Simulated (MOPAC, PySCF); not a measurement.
H$_{3}$AlO$_{3}$, SMILES `[OH][Al]([OH])[OH]`, neutral singlet in the gas phase. 

Z-matrix (Å, degrees):
```
Al
O 1 1.6927
H 2 0.9579 1 122.88
O 1 1.6928 2 120.00 3 179.99
H 4 0.9579 1 122.87 2 0.00
O 1 1.6928 2 120.00 3 -0.01
H 6 0.9579 1 122.86 2 179.99
```
Charge 0, multiplicity 1.

All levels are single points at this geometry (B3LYP-D3(BJ)/def2-TZVP); Pople sets use spherical d functions. Orbital energies aren't observables, and empty levels follow the basis.

| level | HOMO (eV) | LUMO (eV) | gap (eV) | dipole (D) | vertical IE, Delta-SCF (eV) |
|---|---|---|---|---|---|
| TPSSh-D3(BJ)/def2-TZVP in PySCF | -8.05 | -0.74 | 7.31 | 0.00 | 10.93 |
| B3LYP/6-31G* in PySCF | -8.24 | -0.50 | 7.75 | 0.00 | 10.94 |
| B3LYP/LANL2DZ in PySCF | -8.56 | -0.59 | 7.98 | 0.00 | – |
| M06-2X/6-31G* in PySCF | -10.36 | 0.47 | 10.83 | 0.00 | – |
| SVWN5/6-31G* in PySCF | -6.92 | -1.19 | 5.73 | 0.00 | – |
| PM3 in MOPAC | -11.26 | -0.71 | 10.55 | 0.00 | – |
